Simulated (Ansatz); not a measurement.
Ansatz (a first-principles code) input (SVWN5/def2-TZVPD):

Ansatz 0.2 input:
```yaml
crystal:
  periodic: [false, false, false]
  atoms:
    - {symbol: W, position_ang: [-0.00000000, -0.00000000, -0.19895069]}
    - {symbol: F, position_ang: [0.00000000, 0.00000000, 1.63581682]}
basis:
  gaussian:
    orbitals: def2-TZVPD
hamiltonian:
  xc: {name: SVWN5}
magnetization: {spin_polarized: true, initial_magnetization: 3}
output: {forces: true}
```

Output:

```
Functional definition: SVWN5
integrals: 0.02 GiB planned
543 factors; their error is unknown
mean field: 0.20 GiB planned
mean field evaluation 1: about -4518.4503 eV, gradient 2.2e1 eV
mean field evaluation 2: about -4492.0324 eV, gradient 9.5e1 eV
mean field evaluation 4: about -4519.8245 eV, gradient 8.7e0 eV
mean field evaluation 8: about -4520.2464 eV, gradient 2.0e0 eV
mean field evaluation 16: about -4520.3050 eV, gradient 9.8e-3 eV
mean field evaluation 32: about -4520.3050 eV, gradient 1.4e-3 eV
mean field evaluation 64: about -4520.3050 eV, gradient 1.6e-3 eV
mean field evaluation 96: about -4519.9052 eV, gradient 5.8e-1 eV
mean field evaluation 128: about -4519.9106 eV, gradient 1.9e0 eV
mean field evaluation 160: about -4519.9837 eV, gradient 3.8e0 eV
mean field evaluation 192: about -4518.1733 eV, gradient 1.6e0 eV
mean field -4520.30503458 eV, -166.1181460480 hartree, gradient 1.6e-8 eV, S^2 3.791387; 20 other end points of the search recorded, 0 dependent functions left out
the calculation of the forces begins
reference -4520.30506617 eV, -166.1181472087 hartree; 13, 10 occupied and 70, 73 virtual orbitals, 543 factors
Total energy: -4520.30506617 eV, -166.1181472087 hartree
Atom 0 at    -0.000000    -0.000000    -0.198951 Å, force     0.000000    -0.000000     1.163625 eV/Å
Atom 1 at     0.000000     0.000000     1.635817 Å, force    -0.000000     0.000000    -1.163625 eV/Å
Dipole moment:     0.000014     0.006975    -0.311081 e Å
```

The spin state was set by rule; other spins were not relaxed.
